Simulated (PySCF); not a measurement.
**C₆ coefficients of unlike pairs at PBE0**

Calculated with PySCF 2.14 from the dipole response of each species, C₆(A,B) = (3/π) ∫ α_A(iu) α_B(iu) du, in atomic units, from isotropic polarisabilities. For ions this is the dispersion term alone; charge-induced terms of lower order in 1/R come first.

```json
{"species": "Hf", "configuration": "[Xe] 4f14 5d2 6s2 (3F)", "basis": "aug-cc-pwCVDZ-PP with ECP60MDF (6s6p5d3f)", "relativity": "core potential", "α (bohr³)": "102.8", "C₆ (like pair)": "1384"}
{"species": "Ir³⁺", "configuration": "[Xe] 4f14 5d6 (5D)", "basis": "aug-cc-pwCVTZ-PP with ECP60MDF (8s8p7d4f3g)", "relativity": "core potential", "α (bohr³)": "6.716", "C₆ (like pair)": "37.29"}
{"species": "Cl²⁺", "configuration": "[Ne] 3s2 3p3 (4S)", "basis": "aug-cc-pwCVTZ (8s7p5d3f)", "relativity": "none", "α (bohr³)": "5.874", "C₆ (like pair)": "20.89"}
{"species": "Ir", "configuration": "[Xe] 4f14 5d7 6s2 (4F)", "basis": "aug-cc-pwCVDZ-PP with ECP60MDF (6s6p5d3f)", "relativity": "core potential", "α (bohr³)": "49.40", "C₆ (like pair)": "523.0"}
```

Question: Estimate C₆ for Cl²⁺ with Hf.

Answer: The integral gives 139.1. The combination rule 2 C_A C_B / (C_A α_B/α_A + C_B α_A/α_B) gives 130.0 and the geometric mean 170.0.

No spin-orbit coupling is included.

The other pairs:

```
      pair     C₆
    Ir, Hf  827.2
  Ir, Ir³⁺  121.5
Cl²⁺, Ir³⁺  27.41
  Ir³⁺, Hf  169.1
  Ir, Cl²⁺  96.85
```
